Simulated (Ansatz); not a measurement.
C$_{2}$H$_{10}$AsIn (`[CH3][InH-]([CH3])[AsH3+]`) from Hartree–Fock to CCSD(T)

Z-matrix (Å, degrees):
```
C
In 1 2.170
H 1 1.091 2 111.4
H 1 1.093 2 109.5 3 119.2
H 1 1.092 2 111.2 3 -121.7
C 2 2.170 1 119.3 3 158.0
As 2 2.971 1 94.9 3 59.6
H 2 1.740 1 119.5 3 -37.4
H 6 1.093 2 109.5 1 83.0
H 6 1.091 2 111.4 1 -157.9
H 6 1.092 2 111.2 1 -36.2
H 7 1.512 2 122.2 1 -122.7
H 7 1.513 2 120.8 1 116.7
H 7 1.513 2 120.7 1 -2.2
```

The species carries charge 0 and has multiplicity 1. Correlated methods include outer-core shells of As, In, which these sets cover unevenly. Scalar relativity is left out up to krypton. In: def2 effective core potential. All single points use the PBE0-D4/def2-TZVP geometry. Frozen core, restricted reference, Ansatz.

```tsv
basis	HF (Eh)	MP2 corr.
def2-SVP	-2504.58031	-0.65013
def2-TZVPP	-2504.95804	-0.96132
def2-QZVPP	-2505.00903	-1.45582
```

Q: Estimate the CCSD correlation energy and the (T) correction in each basis where they were run (hartree).

A: 
| basis | CCSD corr. | (T) |
| --- | --- | --- |
| def2-SVP | -0.71111 | -0.01994 |
